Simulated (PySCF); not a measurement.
**Selenium: a sound run and one with changed settings**

Sound run: Se [Ar] 3d10 4s2 4p4, Se⁺ [Ar] 3d10 4s2 4p3. All numbers are calculated (PySCF 2.14, no relativity, point nucleus, in def2-SVP). In the sound run the correlated levels freeze [Ar] 3d10. The sound run starts from symmetry-adapted Hartree-Fock orbitals and uses a fine grid where one is needed.

Changed run: the spin-free X2C one-electron Hamiltonian (Gaussian nucleus). This setting is unsound on purpose.

| species | method | sound run (hartree) | changed run (hartree) | converged |
| --- | --- | --- | --- | --- |
| Se | UHF | -2399.52973 | -2421.45926 | yes |
| Se | MN15 | -2401.49580 | -2423.41421 | yes |
| Se | r2SCAN | -2401.18830 | -2423.11620 | yes |
| Se | MP2 | -2399.60410 | -2421.53352 | yes |
| Se | CCSD(T) | -2399.62139 | -2421.55056 | yes |
| Se⁺ | UHF | -2399.21494 | -2421.14625 | yes |
| Se⁺ | MN15 | -2401.14860 | -2423.06920 | yes |
| Se⁺ | r2SCAN | -2400.83175 | -2422.76141 | yes |
| Se⁺ | MP2 | -2399.27455 | -2421.20549 | yes |
| Se⁺ | CCSD(T) | -2399.29078 | -2421.22138 | yes |

Ionisation energy of Se:

```json
{"method": "UHF", "sound run (eV)": "8.566", "changed run (eV)": "8.518"}
{"method": "MN15", "sound run (eV)": "9.448", "changed run (eV)": "9.388"}
{"method": "r2SCAN", "sound run (eV)": "9.702", "changed run (eV)": "9.654"}
{"method": "MP2", "sound run (eV)": "8.967", "changed run (eV)": "8.926"}
{"method": "SCS-MP2", "sound run (eV)": "8.994", "changed run (eV)": "8.952"}
{"method": "CCSD", "sound run (eV)": "8.988", "changed run (eV)": "8.948"}
{"method": "CCSD(T)", "sound run (eV)": "8.996", "changed run (eV)": "8.957"}
```

Most of the change in total energy is the relativistic energy itself. On top of that the contraction fixes the core shape for the Hamiltonian it was made with, so the changed run is not a good calculation with the other Hamiltonian either.

For comparison, NIST gives 9.752 eV between the lowest levels.
